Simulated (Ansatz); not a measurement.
Start from `F/C(=C/C(F)F)C(F)F` and change one atom or group to get `FC(F)=CC(F)F`.

Ansatz, PBE0-D4/def2-TZVP geometries, multiplicity 1. Each molecule was computed in one conformer, which needn't be the lowest.

| property | `F/C(=C/C(F)F)C(F)F` |
| --- | --- |
| LUMO energy (B3LYP/def2-TZVPP) / eV | -1.40 |
| LUMO energy (PBE/def2-TZVPP) / eV | -2.13 |
| HOMO–LUMO gap (PBE/def2-TZVPP) / eV | 5.23 |
| size of the dipole moment (PBE/def2-TZVPP) / D | 1.72 |
| HOMO energy (PBE/def2-TZVPP) / eV | -7.35 |
| HOMO–LUMO gap (B3LYP/def2-TZVPP) / eV | 7.09 |

Question: Give the same properties after the change, and the shifts. (Best estimate.)

Answer: Computed: 
| property | `FC(F)=CC(F)F` | shift |
| --- | --- | --- |
| LUMO energy (B3LYP/def2-TZVPP) / eV | -0.54 | 0.86 |
| LUMO energy (PBE/def2-TZVPP) / eV | -1.28 | 0.85 |
| HOMO–LUMO gap (PBE/def2-TZVPP) / eV | 5.70 | 0.47 |
| size of the dipole moment (PBE/def2-TZVPP) / D | 1.30 | -0.42 |
| HOMO energy (PBE/def2-TZVPP) / eV | -6.98 | 0.37 |
| HOMO–LUMO gap (B3LYP/def2-TZVPP) / eV | 7.61 | 0.52 |

With PBE0 the HOMO rises by 0.35 eV and the LUMO rises by 0.90 eV, so the gap widens by about 0.55 eV. PBE moves the HOMO by 0.37 eV and ωB97M-V by 0.35 eV. The zero-point energy changes by -54.9 kJ/mol with -9 modes. Dipoles are sizes alone; their direction can turn.

B3LYP here is the variant with VWN-RPA as its local correlation; programs differ in this.
